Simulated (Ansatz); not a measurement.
One change: `OBCBr` becomes `OBC[SiH3]`.

Ansatz, PBE0-D4/def2-TZVP geometries, multiplicity 1. Each molecule was computed in one conformer, which needn't be the lowest.

Scalar relativity is left out up to krypton.

| property | `OBCBr` |
| --- | --- |
| ideal-gas entropy at 298 K and 1 bar (rigid rotor, harmonic PBE0-D4/def2-TZVP) / J/(mol·K) | 314 |
| HOMO energy (PBE0/def2-TZVPP) / eV | -7.84 |
| HOMO–LUMO gap (PBE0/def2-TZVPP) / eV | 6.97 |
| HOMO–LUMO gap (PBE/def2-TZVPP) / eV | 4.70 |
| HOMO energy (B3LYP/def2-TZVPP) / eV | -7.59 |
| LUMO energy (PBE0/def2-TZVPP) / eV | -0.87 |

(1) Give the same properties after the change, and the shifts. (Best estimate.)

Results:

(1) Computed: 
```json
{"property": "ideal-gas entropy at 298 K and 1 bar (rigid rotor, harmonic PBE0-D4/def2-TZVP) / J/(mol·K)", "`OBC[SiH3]`": "326", "shift": "12"}
{"property": "HOMO energy (PBE0/def2-TZVPP) / eV", "`OBC[SiH3]`": "-8.54", "shift": "-0.70"}
{"property": "HOMO–LUMO gap (PBE0/def2-TZVPP) / eV", "`OBC[SiH3]`": "8.38", "shift": "1.41"}
{"property": "HOMO–LUMO gap (PBE/def2-TZVPP) / eV", "`OBC[SiH3]`": "6.03", "shift": "1.33"}
{"property": "HOMO energy (B3LYP/def2-TZVPP) / eV", "`OBC[SiH3]`": "-8.34", "shift": "-0.75"}
{"property": "LUMO energy (PBE0/def2-TZVPP) / eV", "`OBC[SiH3]`": "-0.16", "shift": "0.71"}
```

With PBE0 the HOMO falls by 0.70 eV and the LUMO rises by 0.71 eV, so the gap widens by about 1.41 eV. PBE moves the HOMO by -0.59 eV and ωB97M-V by -0.75 eV. The zero-point energy changes by 62.8 kJ/mol with +9 modes.

B3LYP here is the variant with VWN-RPA as its local correlation; programs differ in this.

Spin–orbit coupling is left out; it splits and shifts lone-pair levels of the heavy atoms by tenths of an eV.
